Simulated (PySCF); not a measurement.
r2SCAN0 on Co⁻ (cobalt, charge -1), [Ar] 3d8 4s2, high-spin 3F determinant. Calculation: PySCF 2.14, in dyall-av2z; no relativity, point nucleus.

```
cycle= 1 E= -1382.70018666041  delta_E= -0.0184  |g|= 0.147  |ddm|= 0.355
cycle= 2 E= -1382.68274379351  delta_E= 0.0174  |g|= 0.351  |ddm|= 0.201
cycle= 3 E= -1382.70450444865  delta_E= -0.0218  |g|= 0.0047  |ddm|= 0.106
cycle= 4 E= -1382.70456260223  delta_E= -5.82e-05  |g|= 0.0068  |ddm|= 0.0322
cycle= 5 E= -1382.70460269978  delta_E= -4.01e-05  |g|= 0.00119  |ddm|= 0.0261
cycle= 6 E= -1382.70462431361  delta_E= -2.16e-05  |g|= 0.000834  |ddm|= 0.0303
cycle= 7 E= -1382.70462882392  delta_E= -4.51e-06  |g|= 0.000217  |ddm|= 0.0188
cycle= 8 E= -1382.70462890827  delta_E= -8.44e-08  |g|= 2.35e-05  |ddm|= 0.0028
cycle= 9 E= -1382.7046289086  delta_E= -3.3e-10  |g|= 1.24e-05  |ddm|= 9.79e-05
converged SCF energy = -1382.7046289086  <S^2> = 2.0313618  2S+1 = 3.0208355
```

Highest occupied orbital energy: 0.491 eV; ⟨L²⟩ = 12.04; populations by l: s 8.00, p 12.00, d 8.00, f 0.00.

Q: Can this result be used?

A: With care. The calculation finished and met its thresholds. At r2SCAN0 the highest occupied level has a positive energy, so only the finite basis holds that electron; in a semilocal or global hybrid functional this comes from self-interaction and does not mean that the real anion is unbound.
